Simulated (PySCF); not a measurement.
## How methods differ on the ionisation energy of Al⁺

Al⁺ [Ne] 3s2 (1S) → Al²⁺ [Ne] 3s1 (2S), as a difference of total energies. Computed with PySCF 2.14 in aug-cc-pwCVDZ (6s5p3d, 36 functions), with no relativity, point nucleus. Correlated levels: valence: [Ne] frozen; valence and next inner shell: 1s2 frozen; nothing frozen. The calculations carry no spin-orbit coupling.

Problem. Order these methods by the ionisation energy they give, lowest first.
A. PBE0
B. PBE
C. revPBE
D. LDA

Solution. A (18.682 eV), C (18.704 eV), B (18.788 eV), D (18.913 eV).

Errors of the correlated levels include the incompleteness of this basis and the frozen core.

MP2 underrates the near-degeneracy of ns² with np² in the lower species.

For comparison: 18.829 eV (measured; NIST Atomic Spectra Database, ionization energies).
